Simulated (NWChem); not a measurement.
SiBr4; SMILES [Si](Br)(Br)(Br)Br

```xyz
5

Br    -1.8294    -1.2638     0.0709
Si     0.0000     0.0000     0.0000
Br     1.8000    -1.3048    -0.0813
Br     0.0907     1.2761     1.8200
Br    -0.0613     1.2925    -1.8096
```
Atoms are numbered in this order, from 1.

Level: B3LYP/6-31G* (spherical d) (NWChem), optimised geometry, unscaled harmonic frequencies. This build's default masses of Se (78.918 u) and Br (79.917 u) are each other's, which moves their modes by up to 0.6 %. B3LYP is NWChem's, with the RPA form of VWN correlation.

```json
[
 {"frequency (cm⁻¹)": "85", "IR intensity (km/mol)": "0.0"},
 {"frequency (cm⁻¹)": "85", "IR intensity (km/mol)": "0.0"},
 {"frequency (cm⁻¹)": "134", "IR intensity (km/mol)": "1.5"},
 {"frequency (cm⁻¹)": "134", "IR intensity (km/mol)": "1.5"},
 {"frequency (cm⁻¹)": "134", "IR intensity (km/mol)": "1.5"},
 {"frequency (cm⁻¹)": "238", "IR intensity (km/mol)": "0.0"},
 {"frequency (cm⁻¹)": "483", "IR intensity (km/mol)": "152.1"},
 {"frequency (cm⁻¹)": "483", "IR intensity (km/mol)": "152.1"},
 {"frequency (cm⁻¹)": "483", "IR intensity (km/mol)": "152.1"}
]
```

```json
{
  "zero_point_energy": "3.2 kcal/mol",
  "thermal correction to the enthalpy at 298.15 K (with zero-point energy)": "8.6 kcal/mol",
  "heat capacity Cv": "21.3 cal/(mol K)",
  "entropy at 298.15 K and 1 atm (symmetry number 12)": "91.0 cal/(mol K)",
  "dipole_moment": "0.00 D"
}
```

Rigid rotor and harmonic oscillator; modes under 100 cm⁻¹ make the entropy uncertain.
